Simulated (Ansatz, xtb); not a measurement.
**Relative energy of two isomers of C5H6F2Si**

We compare a, `CC1=CC(F)=C[Si@@H]1F`, a singlet, with b, `C#C/C(=C/[SiH2]F)CF`, a singlet. Both are isolated molecules in the gas phase, relaxed with PBE-D3(BJ)/def2-SVP; each stands in its lowest conformer found.

Quicker runs give these differences E(b) − E(a): GFN2-xTB +24.6 kcal/mol; HF/STO-3G +58.2 kcal/mol (at GFN2-xTB geometries); r2SCAN-D4/def2-SVP +45.7 kcal/mol (at GFN2-xTB geometries).

Estimate E(b) − E(a) at the level CCSD(T)/def2-SVP + ΔMP2/def2-TZVPP.

Calculated at CCSD(T)/def2-SVP + ΔMP2/def2-TZVPP: E(b) − E(a) = +39.7 kcal/mol, so structure a lies lower.

The same difference at several levels:

```
                             level             geometry  E(b) − E(a) (kcal/mol)  departure from the last row (kcal/mol)  job, with rough time for the two
                          GFN2-xTB             GFN2-xTB                     +24.6                                   −15.0              optimisation, 0.17 s
                         HF/STO-3G             GFN2-xTB                     +58.2                                   +18.6              single point, 0.44 s
                r2SCAN-D4/def2-SVP             GFN2-xTB                     +45.7                                    +6.1                 single point, 4 s
               PBE-D3(BJ)/def2-SVP  PBE-D3(BJ)/def2-SVP                     +46.5                                    +6.9                optimisation, 26 s
                       HF/def2-SVP  PBE-D3(BJ)/def2-SVP                     +37.4                                    −2.2           part of the CCSD(T) run
                      MP2/def2-SVP  PBE-D3(BJ)/def2-SVP                     +38.7                                    −1.0           part of the CCSD(T) run
                  CCSD(T)/def2-SVP  PBE-D3(BJ)/def2-SVP                     +38.6                                    −1.1                      single point
CCSD(T)/def2-SVP + ΔMP2/def2-TZVPP  PBE-D3(BJ)/def2-SVP                     +39.7                                                        single point, 92 s
```

As drawn, b has 1 C≡C, 1 Si–H in place of 1 C=C, 1 C–Si, 1 C–H. Structure a has a 5-membered ring, b no ring.

None of the levels shown reverses the order. The largest departure from CCSD(T)/def2-SVP + ΔMP2/def2-TZVPP is that of HF/STO-3G, 18.6 kcal/mol. The last row adds to CCSD(T) the change of the MP2 difference between the two basis sets, here +1.1 kcal/mol.

With thermal terms from frequencies at re-optimised GFN2-xTB minima (ideal gas, soft modes damped towards free rotors, one conformer each, 298.15 K, 1 atm): the zero-point term adds −3.3 kcal/mol; ΔH is +37.1 and ΔG +35.2 kcal/mol.

The correlated steps freeze 12 core orbitals. Mirror images aren't counted in ΔG. Programs: Ansatz 0.2.0, xtb 6.7.1; the last row on 4 threads of Arm Neoverse V1 on a shared host.
